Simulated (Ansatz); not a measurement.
Ansatz (a quantum-chemistry and plane-wave program) input (B3LYP/6-31G*):

Ansatz 0.2 input:
```yaml
crystal:
  periodic: [false, false, false]
  atoms:
    - {symbol: C, position_ang: [1.84020251, -0.72263164, 0.40944923]}
    - {symbol: N, position_ang: [0.92994959, 0.30638196, 0.20852543]}
    - {symbol: B, position_ang: [-0.46772946, 0.19189352, -0.09720966]}
    - {symbol: O, position_ang: [-1.12669464, -1.01465055, -0.17634091]}
    - {symbol: O, position_ang: [-1.16189062, 1.35580489, -0.32199354]}
    - {symbol: H, position_ang: [1.62158445, -1.68750044, -0.03687331]}
    - {symbol: H, position_ang: [2.87581379, -0.46047863, 0.58374171]}
    - {symbol: H, position_ang: [1.28181259, 1.24361787, 0.35902987]}
    - {symbol: H, position_ang: [-0.58512819, -1.75650625, 0.12534285]}
    - {symbol: H, position_ang: [-2.09761553, 1.16328137, -0.47489059]}
basis:
  gaussian:
    orbitals: 6-31G*
hamiltonian:
  xc: {name: B3LYP}
magnetization: {spin_polarized: true, initial_magnetization: 1}
phonons: {temperatures: {t_min: 298.15, t_max: 298.15, t_step: 100}}
```

Output:

```
Functional definition: B3LYP
integrals: 0.04 GiB planned
935 factors; integrals over basis functions are off by at most 4.1e-4 eV
mean field: 0.45 GiB planned
mean field evaluation 1: about -7371.6295 eV, gradient 5.1e1 eV
mean field evaluation 2: about -7364.8051 eV, gradient 6.7e1 eV
mean field evaluation 4: about -7380.8469 eV, gradient 1.8e0 eV
mean field evaluation 8: about -7380.8756 eV, gradient 1.8e-1 eV
mean field evaluation 16: about -7380.8758 eV, gradient 5.7e-5 eV
mean field -7380.87578161 eV, -271.2421820369 hartree, gradient 5.8e-5 eV, S^2 0.752961; 0 other end points of the search recorded, 0 dependent functions left out
the calculation of the forces begins
reference -7380.87597171 eV, -271.2421890231 hartree; 20, 19 occupied and 65, 66 virtual orbitals, 935 factors
these checks for a lower state are left out or cut short: stability, starts, cluster_reference, orbital_swaps, neighbouring_geometries, increment
integrals: 0.04 GiB planned
935 factors; integrals over basis functions are off by at most 4.1e-4 eV
mean field: 0.45 GiB planned
mean field -7380.87559316 eV, -271.2421751113 hartree, gradient 1.8e-6 eV, S^2 0.752963; 0 other end points of the search recorded, 0 dependent functions left out
the calculation of the forces begins
reference -7380.87578326 eV, -271.2421820974 hartree; 20, 19 occupied and 65, 66 virtual orbitals, 935 factors
these checks for a lower state are left out or cut short: stability, starts, cluster_reference, orbital_swaps, neighbouring_geometries, increment
integrals: 0.04 GiB planned
935 factors; integrals over basis functions are off by at most 4.2e-4 eV
mean field: 0.45 GiB planned
mean field -7380.87559410 eV, -271.2421751461 hartree, gradient 2.2e-6 eV, S^2 0.752959; 0 other end points of the search recorded, 0 dependent functions left out
the calculation of the forces begins
reference -7380.87578421 eV, -271.2421821324 hartree; 20, 19 occupied and 65, 66 virtual orbitals, 935 factors
these checks for a lower state are left out or cut short: stability, starts, cluster_reference, orbital_swaps, neighbouring_geometries, increment
integrals: 0.04 GiB planned
935 factors; integrals over basis functions are off by at most 4.1e-4 eV
mean field: 0.45 GiB planned
mean field evaluation 32: about -7380.8755 eV, gradient 9.9e-2 eV
mean field -7380.87559404 eV, -271.2421751439 hartree, gradient 1.8e-6 eV, S^2 0.752961; 0 other end points of the search recorded, 0 dependent functions left out
the calculation of the forces begins
reference -7380.87578415 eV, -271.2421821302 hartree; 20, 19 occupied and 65, 66 virtual orbitals, 935 factors
these checks for a lower state are left out or cut short: stability, starts, cluster_reference, orbital_swaps, neighbouring_geometries, increment
integrals: 0.04 GiB planned
935 factors; integrals over basis functions are off by at most 4.1e-4 eV
mean field: 0.45 GiB planned
mean field -7380.87559458 eV, -271.2421751638 hartree, gradient 1.8e-6 eV, S^2 0.752960; 0 other end points of the search recorded, 0 dependent functions left out
the calculation of the forces begins
reference -7380.87578469 eV, -271.2421821499 hartree; 20, 19 occupied and 65, 66 virtual orbitals, 935 factors
these checks for a lower state are left out or cut short: stability, starts, cluster_reference, orbital_swaps, neighbouring_geometries, increment
integrals: 0.04 GiB planned
935 factors; integrals over basis functions are off by at most 4.1e-4 eV
mean field: 0.45 GiB planned
mean field -7380.87574686 eV, -271.2421807597 hartree, gradient 1.9e-6 eV, S^2 0.752954; 0 other end points of the search recorded, 0 dependent functions left out
the calculation of the forces begins
reference -7380.87593698 eV, -271.2421877468 hartree; 20, 19 occupied and 65, 66 virtual orbitals, 935 factors
these checks for a lower state are left out or cut short: stability, starts, cluster_reference, orbital_swaps, neighbouring_geometries, increment
integrals: 0.04 GiB planned
935 factors; integrals over basis functions are off by at most 4.1e-4 eV
mean field: 0.45 GiB planned
mean field -7380.87574944 eV, -271.2421808548 hartree, gradient 1.7e-6 eV, S^2 0.752968; 0 other end points of the search recorded, 0 dependent functions left out
the calculation of the forces begins
reference -7380.87593952 eV, -271.2421878400 hartree; 20, 19 occupied and 65, 66 virtual orbitals, 935 factors
these checks for a lower state are left out or cut short: stability, starts, cluster_reference, orbital_swaps, neighbouring_geometries, increment
integrals: 0.04 GiB planned
935 factors; integrals over basis functions are off by at most 4.1e-4 eV
mean field: 0.45 GiB planned
mean field -7380.87557966 eV, -271.2421746153 hartree, gradient 1.1e-6 eV, S^2 0.752955; 0 other end points of the search recorded, 0 dependent functions left out
[...]
reference -7380.87596520 eV, -271.2421887838 hartree; 20, 19 occupied and 65, 66 virtual orbitals, 935 factors
these checks for a lower state are left out or cut short: stability, starts, cluster_reference, orbital_swaps, neighbouring_geometries, increment
integrals: 0.04 GiB planned
935 factors; integrals over basis functions are off by at most 4.1e-4 eV
mean field: 0.45 GiB planned
mean field -7380.87572555 eV, -271.2421799767 hartree, gradient 1.5e-6 eV, S^2 0.752961; 0 other end points of the search recorded, 0 dependent functions left out
the calculation of the forces begins
reference -7380.87591563 eV, -271.2421869620 hartree; 20, 19 occupied and 65, 66 virtual orbitals, 935 factors
these checks for a lower state are left out or cut short: stability, starts, cluster_reference, orbital_swaps, neighbouring_geometries, increment
integrals: 0.04 GiB planned
935 factors; integrals over basis functions are off by at most 4.1e-4 eV
mean field: 0.45 GiB planned
mean field -7380.87573171 eV, -271.2421802031 hartree, gradient 2.0e-6 eV, S^2 0.752960; 0 other end points of the search recorded, 0 dependent functions left out
the calculation of the forces begins
reference -7380.87592184 eV, -271.2421871901 hartree; 20, 19 occupied and 65, 66 virtual orbitals, 935 factors
these checks for a lower state are left out or cut short: stability, starts, cluster_reference, orbital_swaps, neighbouring_geometries, increment
integrals: 0.04 GiB planned
935 factors; integrals over basis functions are off by at most 4.1e-4 eV
mean field: 0.45 GiB planned
mean field evaluation 320: about -7380.8756 eV, gradient 8.1e-2 eV
mean field -7380.87568103 eV, -271.2421783405 hartree, gradient 2.5e-6 eV, S^2 0.752961; 0 other end points of the search recorded, 0 dependent functions left out
the calculation of the forces begins
reference -7380.87587108 eV, -271.2421853250 hartree; 20, 19 occupied and 65, 66 virtual orbitals, 935 factors
these checks for a lower state are left out or cut short: stability, starts, cluster_reference, orbital_swaps, neighbouring_geometries, increment
integrals: 0.04 GiB planned
935 factors; integrals over basis functions are off by at most 4.1e-4 eV
mean field: 0.45 GiB planned
mean field -7380.87567930 eV, -271.2421782770 hartree, gradient 2.0e-6 eV, S^2 0.752961; 0 other end points of the search recorded, 0 dependent functions left out
the calculation of the forces begins
reference -7380.87586945 eV, -271.2421852648 hartree; 20, 19 occupied and 65, 66 virtual orbitals, 935 factors
these checks for a lower state are left out or cut short: stability, starts, cluster_reference, orbital_swaps, neighbouring_geometries, increment
integrals: 0.04 GiB planned
935 factors; integrals over basis functions are off by at most 4.1e-4 eV
mean field: 0.45 GiB planned
mean field -7380.87576369 eV, -271.2421813783 hartree, gradient 1.4e-6 eV, S^2 0.752961; 0 other end points of the search recorded, 0 dependent functions left out
the calculation of the forces begins
reference -7380.87595379 eV, -271.2421883642 hartree; 20, 19 occupied and 65, 66 virtual orbitals, 935 factors
these checks for a lower state are left out or cut short: stability, starts, cluster_reference, orbital_swaps, neighbouring_geometries, increment
integrals: 0.04 GiB planned
935 factors; integrals over basis functions are off by at most 4.1e-4 eV
mean field: 0.45 GiB planned
mean field -7380.87576605 eV, -271.2421814652 hartree, gradient 1.7e-6 eV, S^2 0.752960; 0 other end points of the search recorded, 0 dependent functions left out
the calculation of the forces begins
reference -7380.87595616 eV, -271.2421884516 hartree; 20, 19 occupied and 65, 66 virtual orbitals, 935 factors
these checks for a lower state are left out or cut short: stability, starts, cluster_reference, orbital_swaps, neighbouring_geometries, increment
integrals: 0.04 GiB planned
935 factors; integrals over basis functions are off by at most 4.1e-4 eV
mean field: 0.45 GiB planned
mean field -7380.87563145 eV, -271.2421765187 hartree, gradient 2.2e-6 eV, S^2 0.752961; 0 other end points of the search recorded, 0 dependent functions left out
the calculation of the forces begins
reference -7380.87582151 eV, -271.2421835031 hartree; 20, 19 occupied and 65, 66 virtual orbitals, 935 factors
these checks for a lower state are left out or cut short: stability, starts, cluster_reference, orbital_swaps, neighbouring_geometries, increment
integrals: 0.04 GiB planned
935 factors; integrals over basis functions are off by at most 4.1e-4 eV
mean field: 0.45 GiB planned
mean field evaluation 352: about -7380.8756 eV, gradient 5.0e-5 eV
mean field -7380.87563265 eV, -271.2421765627 hartree, gradient 1.6e-6 eV, S^2 0.752961; 0 other end points of the search recorded, 0 dependent functions left out
the calculation of the forces begins
reference -7380.87582280 eV, -271.2421835505 hartree; 20, 19 occupied and 65, 66 virtual orbitals, 935 factors
these checks for a lower state are left out or cut short: stability, starts, cluster_reference, orbital_swaps, neighbouring_geometries, increment
integrals: 0.04 GiB planned
935 factors; integrals over basis functions are off by at most 4.1e-4 eV
mean field: 0.45 GiB planned
mean field -7380.87576875 eV, -271.2421815644 hartree, gradient 2.6e-6 eV, S^2 0.752961; 0 other end points of the search recorded, 0 dependent functions left out
the calculation of the forces begins
reference -7380.87595889 eV, -271.2421885518 hartree; 20, 19 occupied and 65, 66 virtual orbitals, 935 factors
these checks for a lower state are left out or cut short: stability, starts, cluster_reference, orbital_swaps, neighbouring_geometries, increment
integrals: 0.04 GiB planned
935 factors; integrals over basis functions are off by at most 4.1e-4 eV
mean field: 0.45 GiB planned
mean field -7380.87576353 eV, -271.2421813725 hartree, gradient 2.4e-6 eV, S^2 0.752961; 0 other end points of the search recorded, 0 dependent functions left out
the calculation of the forces begins
reference -7380.87595360 eV, -271.2421883574 hartree; 20, 19 occupied and 65, 66 virtual orbitals, 935 factors
these checks for a lower state are left out or cut short: stability, starts, cluster_reference, orbital_swaps, neighbouring_geometries, increment
integrals: 0.04 GiB planned
935 factors; integrals over basis functions are off by at most 4.1e-4 eV
mean field: 0.45 GiB planned
mean field -7380.87577496 eV, -271.2421817926 hartree, gradient 1.4e-6 eV, S^2 0.752961; 0 other end points of the search recorded, 0 dependent functions left out
the calculation of the forces begins
reference -7380.87596506 eV, -271.2421887786 hartree; 20, 19 occupied and 65, 66 virtual orbitals, 935 factors
these checks for a lower state are left out or cut short: stability, starts, cluster_reference, orbital_swaps, neighbouring_geometries, increment
integrals: 0.04 GiB planned
935 factors; integrals over basis functions are off by at most 4.1e-4 eV
mean field: 0.45 GiB planned
mean field -7380.87577490 eV, -271.2421817903 hartree, gradient 1.3e-6 eV, S^2 0.752961; 0 other end points of the search recorded, 0 dependent functions left out
the calculation of the forces begins
reference -7380.87596501 eV, -271.2421887766 hartree; 20, 19 occupied and 65, 66 virtual orbitals, 935 factors
Total energy: -7380.87597171 eV, -271.2421890231 hartree
Atom 0 at     1.840203    -0.722632     0.409449 Å, force    -0.000025    -0.000186    -0.000480 eV/Å
Atom 1 at     0.929950     0.306382     0.208525 Å, force     0.000875     0.000559     0.000827 eV/Å
Atom 2 at    -0.467729     0.191894    -0.097210 Å, force    -0.001614    -0.000563    -0.000162 eV/Å
Atom 3 at    -1.126695    -1.014651    -0.176341 Å, force     0.002784     0.000620     0.000618 eV/Å
Atom 4 at    -1.161891     1.355805    -0.321994 Å, force    -0.000423    -0.001598    -0.000252 eV/Å
Atom 5 at     1.621584    -1.687500    -0.036873 Å, force    -0.000103     0.000299     0.000192 eV/Å
Atom 6 at     2.875814    -0.460479     0.583742 Å, force    -0.000005    -0.000151    -0.000074 eV/Å
Atom 7 at     1.281813     1.243618     0.359030 Å, force    -0.000338    -0.000476    -0.000218 eV/Å
Atom 8 at    -0.585128    -1.756506     0.125343 Å, force    -0.001242     0.000477    -0.000441 eV/Å
Atom 9 at    -2.097616     1.163281    -0.474891 Å, force     0.000090     0.001020    -0.000010 eV/Å
Dipole moment:     0.093988    -0.101149     0.048431 e Å
Vibrations: 120.07 202.24 263.05 405.99 428.73 486.73 502.67 524.81 608.82 646.20 809.13 1009.47 1040.84 1109.69 1269.94 1356.86 1453.57 1513.03 1571.54 3167.07 3279.11 3597.53 3799.54 3802.35 cm⁻¹, zero-point energy 2.043816 eV
```

The blocks after the first are displaced geometries, from whose forces the wavenumbers follow.
